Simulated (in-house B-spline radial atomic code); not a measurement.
Configurations of Os3+, with energies counted from [Xe] 4f14 (5d3/2)4 (5d5/2)1. Level of theory: Dirac-Hartree-Fock, average of each configuration as written, Fermi nucleus of rms radius 5.4126 fm; calculated with a radial B-spline atomic code at the basis-set limit. Energies include first-order Breit, QED and recoil terms.

Occupations are held fixed; configurations that lie above the ionisation limit could autoionise.

```csv
configuration,E - E(ref) (eV),highest orbital,its <r> (bohr)
[Xe] 4f14 (5d3/2)1 (5d5/2)4,3.6772,5d5/2,1.616
[Xe] 4f14 (5d3/2)1 (5d5/2)3 7s1,26.411,7s1/2,4.889
[Xe] 4f14 (5d3/2)3 (5d5/2)1 (7p3/2)1,26.937,7p3/2,5.765
[Xe] 4f14 (5d3/2)3 (5d5/2)1 (8f5/2)1,36.148,8f5/2,16
[Xe] (4f5/2)5 (4f7/2)8 (5d3/2)1 (5d5/2)5,56.758,5d5/2,1.56
[Xe] (4f5/2)6 (4f7/2)7 (5d3/2)4 (5d5/2)1 (8p1/2)1,82.118,8p1/2,8.76
```

Order these further configurations by energy, lowest first.
A. [Xe] 4f14 (5d5/2)5
B. [Xe] 4f14 (5d5/2)4 (6f5/2)1
C. [Xe] 4f14 (5d5/2)4 (5g9/2)1
D. [Kr] 4d10 4f14 5s2 (5p1/2)2 (5p3/2)3 (5d3/2)4 (5d5/2)1 8s1
E. [Xe] (4f5/2)5 (4f7/2)8 (5d3/2)2 (5d5/2)3 (9g9/2)1

A (4.3355 eV), B (35.278 eV), C (35.591 eV), D (75.003 eV), E (94.757 eV).

How far above the reference does [Xe] 4f14 (5d3/2)3 (5d5/2)2 lie?

1.5082 eV; its least bound orbital is 5d5/2 with <r> = 1.623 bohr.
